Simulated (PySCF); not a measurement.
Basis and Hamiltonian dependence of the excitation energy of Rb

Rb [Kr] 5s1 (2S) → Rb [Kr] 5p1 (2P). Calculated with PySCF 2.14 from differences of total energies of unrestricted determinants, without spin-orbit coupling. Values in eV.

```csv
basis,Hamiltonian,functions,UHF,r2SCAN,PBE0,CCSD(T) (valence and next inner shell)
def2-TZVPPD with the def2 core potential (28 electrons),ECP,40,1.353,1.341,1.376,1.551
aug-cc-pVDZ-X2C,spin-free X2C,45,1.346,1.326,1.361,n/a
ANO-RCC-VTZP,spin-free X2C,47,1.345,1.345,1.379,n/a
def2-QZVPPD with the def2 core potential (28 electrons),ECP,63,1.348,1.333,1.374,1.555
aug-cc-pVTZ-X2C,spin-free X2C,68,1.346,1.318,1.365,n/a
x2c-TZVPPall,spin-free X2C,79,1.344,1.313,1.367,1.545
aug-cc-pwCVTZ-X2C,spin-free X2C,93,1.345,1.319,1.365,1.567
"x2c-TZVPPall with one added diffuse shell each of s, p, d, f type",spin-free X2C,95,1.342,1.309,1.365,1.547
aug-cc-pVQZ-X2C,spin-free X2C,102,1.346,1.323,1.365,n/a
"aug-cc-pwCVTZ-X2C with one added diffuse shell each of s, p, d, f type",spin-free X2C,109,1.345,1.319,1.365,1.567
dyall-av2z,non-relativistic,115,1.292,1.265,1.306,n/a
"x2c-QZVPPall with one added diffuse shell each of s, p, d, f, g type",spin-free X2C,136,1.344,1.317,1.362,n/a
```

**Question.** Estimate the row for x2c-QZVPPall (spin-free X2C, 111 functions).

**Answer.** From the rows with the same Hamiltonian and similar size; the calculation gives UHF 1.34; r2SCAN 1.32; PBE0 1.36 (eV).

Frozen in the all-electron rows: valence: [Kr]; valence and next inner shell: [Ar] 3d10; with a core potential, the same shells as far as they lie outside it.

Non-relativistic rows lack the scalar-relativistic shift.

Reference for a calculation without spin-orbit coupling: 1.579 eV (measured, between term centres; NIST).
